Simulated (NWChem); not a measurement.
Molecule: GeHI, singlet; SMILES [I][GeH]

```xyz
3

Ge     0.0093    -1.5746     0.0000
H     -1.5871    -1.6588     0.0000
I      0.0037     0.9759     0.0000
```
Atoms are numbered in this order, from 1.

Results from NWChem. Low-valent species are run as closed-shell singlets; no triplet was tried in these runs. The geometry was optimised at PBE0/def2-SVP. def2 effective core potentials on I; no spin-orbit coupling. B3LYP is NWChem's, with the RPA form of VWN correlation. Static field.

```csv
level,isotropic polarisability (bohr³),anisotropy (bohr³)
PBE/def2-SVPD,74.9,44.6
B3LYP/def2-SVPD,73.6,43.6
BHandHLYP/def2-SVPD,71.8,41.2
"LDA (Slater exchange, VWN5)/def2-SVPD",74.7,44.5
```
